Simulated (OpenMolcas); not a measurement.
Levels of O+ by method

```
Program             : OpenMolcas
Basis               : ANO-RCC [8s7p4d3f2g]
Scalar Hamiltonian  : DKH2, point nucleus
Active space        : 3 electrons in 9 orbitals (RAS2 2p; RAS3 3s 3d, at most 1 electron)
State averaging     : 2S+1 = 4 odd, 1 root; 2S+1 = 2 odd, 8 roots; 2S+1 = 4 even, 18 roots; 2S+1 = 2 even, 49 roots
Spin-orbit coupling : state interaction with AMFI integrals over the reference wave functions, term energies averaged over their components
```

Methods on the same reference wave functions:
A. RASSCF
B. SS-RASPT2, IPEA 0.25 Eh, imaginary shift 0.1 Eh (closed shells correlated: 1s 2s)
C. MS-RASPT2, IPEA 0.25 Eh, imaginary shift 0.1 Eh (closed shells correlated: 1s 2s)

Energies in cm-1 above 2s2 2p3 4S* 3/2, the measured ground level; measured values from NIST Handbook of Basic Atomic Spectroscopic Data.

| Level | A | B | C | Measured |
| --- | --- | --- | --- | --- |
| 2s2 2p3 4S* 3/2 | 0.0 | 0.0 | 0.0 | 0.0 |
| 2s2 2p3 2D* 3/2 | 30582 | 27150 | 27150 | 26831 |
| 2s2 2p3 2D* 5/2 | 30584 | 27160 | 27160 | 26811 |
| 2s2 2p3 2P* 1/2 | 50644 | 44600 | 44600 | 40470 |
| 2s2 2p3 2P* 3/2 | 50646 | 44600 | 44600 | 40468 |
| 2s2 2p2 3s 4P 1/2 | 183784 | 185130 | 185130 | 185235 |
| 2s2 2p2 3s 4P 3/2 | 183893 | 185240 | 185230 | 185341 |
| 2s2 2p2 3s 4P 5/2 | 184074 | 185420 | 185420 | 185499 |
| 2s2 2p2 3s 2P 1/2 | 188675 | 189560 | 189550 | 188889 |
| 2s2 2p2 3s 2P 3/2 | 188891 | 189780 | 189770 | 189069 |
| 2s2 2p2 3s 2D 5/2 | 208074 | 206850 | 206840 | 206972 |
| 2s2 2p2 3s 2D 3/2 | 208074 | 206850 | 206840 | 206973 |
| 2s2 2p2 3s 2S 1/2 | 241193 | 231680 | 231650 | 230609 |

Deviations, from unrounded energies. A percentage is the sum of absolute deviations over the sum of measured energies, with the sign that they share, or ± where signs differ.

```tsv
Against measurement	Levels	A	B	C
mean absolute deviation (cm-1)	12	3800	990	990
other terms of the ground configuration (%)	4	+20.7	+6.6	+6.6
other configurations (%)	8	±1.1	±0.2	±0.2
```

B, C lie about equally close to measurement and A furthest from it. The largest miss of C in the table is 2s2 2p3 2P* 3/2, by +4100 cm-1. The ranking rests on the paired levels alone, and a cruder setting can come out closer through cancelling errors.

Between B and C the level of the table that moves most is 2s2 2p2 3s 2S 1/2, by 34 cm-1 (lowest in C, highest in B). Moves below CASPT2's spread within the term are not significant.

The two smallest mean deviations differ by little beside CASPT2's spread within terms, so their order carries little weight.

From A to B the spin-free energies of the other terms of 2s2 2p3 shown, above 4S*, scale by factors of 0.88 to 0.89.

The lowest spin-free term lies below A's lowest term by 0.150 hartree in B, 0.150 hartree in C.

Term energies are means over components that CASPT2 splits; among the terms shown or strongly mixed into the levels shown the widest spread is 520 cm-1 (2s2 2p3 2D*, C). Over all roots computed the reference weight is 0.90 to 0.98 in B, 0.90 to 0.98 in C; the roots of lowest weight are the least certain, and an intruder state may touch them. ANO sets are built for valence states and can reach diffuse excited orbitals poorly. With the s shell closed, the reference lacks s² → p² mixing. Without dynamic correlation excited terms often stand tens of per cent too high (terms of higher spin than the ground term too low), and those without a measured partner can miss by more than the paired ones (holds for A). Computed and measured levels are paired by configuration, term and J; levels that our copy of the source lacks, or whose pairing is in doubt (as where it misses far off the trend of its configuration), stay unpaired and out of the deviations. Levels of configurations outside the active space are missing. Levels that lie high or do not pair safely by name in every column are left out.

* marks odd parity.
